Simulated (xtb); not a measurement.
Cl₂, triplet, geometry from GFN2-xTB (a higher spin typed on purpose: for a closed-shell molecule this is an excited state); xtb 6.7.1 with GFN2-xTB with ALPB(ch2cl2).

Input for xtb:
```
$ xtb mol.xyz --gfn 2 --uhf 2 --alpb ch2cl2 --json

# file mol.xyz
2

Cl    -0.00000000    -0.00000000    -1.22009331
Cl     0.00000000     0.00000000     1.22009331
```

Q: What does xtb print? Leave out banner, timings and long lists.

A: 
```
   ID    Z sym.   atoms
    1   17 Cl     1, 2

           -------------------------------------------------
          |                Calculation Setup                |
           -------------------------------------------------

           -------------------------------------------------
          |                 G F N 2 - x T B                 |
           -------------------------------------------------

      * Solvation model:               ALPB
        Solvent                        ch2cl2
        Parameter file                 internal GFN2-xTB/ALPB
        Dielectric constant                8.9300E+00
        Reference state                gsolv [1 M gas/solution]
        Free energy shift                  4.1487E-03 Eh       2.6033E+00 kcal/mol
        Temperature                        2.9815E+02 K
        Density                            1.3300E+00 kg/L
        Solvent mass                       8.4930E+01 g/mol
        Interaction kernel             P16
        Born radius scaling (c1)           1.5691E+00
        Born radii integrator          GBOBC
        Born offset                        0.0000E+00 a0       0.0000E+00 AA
        H-bond correction              false
        Ion screening                  false
        Surface tension                    1.0000E-05 Eh       1.5569E+01 dyn/cm
        Grid points                               230 per atom

          ...................................................
          :                      SETUP                      :
          :.................................................:
          :  # basis functions                  20          :
          :  # atomic orbitals                  18          :
          :  # shells                            6          :
          :  # electrons                        14          :
          :  max. iterations                   250          :
          :  Hamiltonian                  GFN2-xTB          :
          :  restarted?                      false          :
          :  GBSA solvation                   true          :
          :  PC potential                    false          :
          :  electronic temp.          300.0000000     K    :
          :  accuracy                    1.0000000          :
          :  -> integral cutoff          0.2500000E+02      :
          :  -> integral neglect         0.1000000E-07      :
          :  -> SCF convergence          0.1000000E-05 Eh   :
          :  -> wf. convergence          0.1000000E-03 e    :
          :  Broyden damping             0.4000000          :
          :  net charge                          0          :
          :  unpaired electrons                  2          :
          ...................................................

 iter      E             dE          RMSdq      gap      omega  full diag
   1     -8.9977192 -0.899772E+01  0.151E+00   10.58       0.0  T
   2     -8.9977255 -0.623832E-05  0.905E-01   10.58       1.0  T
   3     -8.9977325 -0.700612E-05  0.741E-02   10.58       1.0  T
   4     -8.9977339 -0.144203E-05  0.137E-02   10.57       5.1  T
   5     -8.9977340 -0.512710E-07  0.582E-04   10.57     121.4  T
   6     -8.9977340 -0.184741E-12  0.108E-05   10.57    6522.3  T

   *** convergence criteria satisfied after 6 iterations ***

 transition dipole moment (au) for excitation:           7           8
     X       Y       Z
   0.0000   0.0309  -0.0000  total (au/Debye):    0.031   0.079
 dE (eV)             :    1.420
 oscillator strength :  0.47002E-04

         :::::::::::::::::::::::::::::::::::::::::::::::::::::
         ::                     SUMMARY                     ::
         :::::::::::::::::::::::::::::::::::::::::::::::::::::
         :: total energy              -8.997723192996 Eh    ::
         :: total w/o Gsasa/hb        -8.995767571050 Eh    ::
         :: gradient norm              0.000684473012 Eh/a0 ::
         :: HOMO-LUMO gap             10.573326649859 eV    ::
         ::.................................................::
         :: SCC energy                -8.997733968905 Eh    ::
         :: -> isotropic ES           -0.000000007280 Eh    ::
         :: -> anisotropic ES          0.000020751416 Eh    ::
         :: -> anisotropic XC         -0.000025351053 Eh    ::
         :: -> dispersion             -0.000746560112 Eh    ::
         :: -> Gsolv                  -0.001955621946 Eh    ::
         ::    -> Gelec               -0.000000000000 Eh    ::
         ::    -> Gsasa               -0.006104319307 Eh    ::
         ::    -> Ghb                  0.000000000000 Eh    ::
         ::    -> Gshift               0.004148697361 Eh    ::
         :: repulsion energy           0.000010775909 Eh    ::
         :: add. restraining           0.000000000000 Eh    ::
         :: total charge              -0.000000000000 e     ::
         :::::::::::::::::::::::::::::::::::::::::::::::::::::

           -------------------------------------------------
          |                Property Printout                |
           -------------------------------------------------

    * Orbital Energies and Occupations

         #    Occupation            Energy/Eh            Energy/eV
      -------------------------------------------------------------
         1        2.0000           -1.0856244             -29.5413
         2        2.0000           -1.0690241             -29.0896
         3        2.0000           -0.5085996             -13.8397
         4        2.0000           -0.4746618             -12.9162
         5        2.0000           -0.4746618             -12.9162
         6        1.5000           -0.4547754             -12.3751
         7        1.5000           -0.4547754             -12.3751
         8        1.0000           -0.4025933             -10.9551 (HOMO)
         9                         -0.0140307              -0.3818 (LUMO)
        10                         -0.0140307              -0.3818
        11                         -0.0128672              -0.3501
        12                         -0.0128672              -0.3501
        13                         -0.0125174              -0.3406
        14                         -0.0125174              -0.3406
        15                         -0.0112068              -0.3050
        16                         -0.0112068              -0.3050
        17                         -0.0103919              -0.2828
        18                          0.0012202               0.0332
      -------------------------------------------------------------
                  HL-Gap            0.3885626 Eh           10.5733 eV
             Fermi-level           -0.3315437 Eh           -9.0218 eV

     #   Z          covCN         q      C6AA      α(0)
     1  17 Cl       0.774     0.000    99.042    15.224
     2  17 Cl       0.774    -0.000    99.042    15.224

 Mol. C6AA /au·bohr⁶  :        396.167392
 Mol. C8AA /au·bohr⁸  :      16529.514430
 Mol. α(0) /au        :         30.447043

Wiberg/Mayer (AO) data.
largest (>0.10) Wiberg bond orders for each atom

 ---------------------------------------------------------------------------
     #   Z sym  total        # sym  WBO       # sym  WBO       # sym  WBO
 ---------------------------------------------------------------------------
     1  17 Cl   0.772 --     2 Cl   0.772
     2  17 Cl   0.772 --     1 Cl   0.772
 ---------------------------------------------------------------------------

Topologies differ in total number of bonds
Writing topology from bond orders to xtbtopo.mol

molecular dipole:
                 x           y           z       tot (Debye)
 q only:        0.000       0.000      -0.000
   full:       -0.000      -0.000      -0.000       0.000
molecular quadrupole (traceless):
                xx          xy          yy          xz          yz          zz
 q only:        0.000       0.000       0.000       0.000       0.000      -0.000
  q+dip:       -0.182       0.000      -0.182       0.000      -0.000       0.363
   full:       -0.302       0.000      -0.302       0.000      -0.000       0.604

           -------------------------------------------------
          | TOTAL ENERGY               -8.997723192996 Eh   |
          | GRADIENT NORM               0.000684473012 Eh/α |
          | HOMO-LUMO GAP              10.573326649859 eV   |
           -------------------------------------------------

normal termination of xtb
```
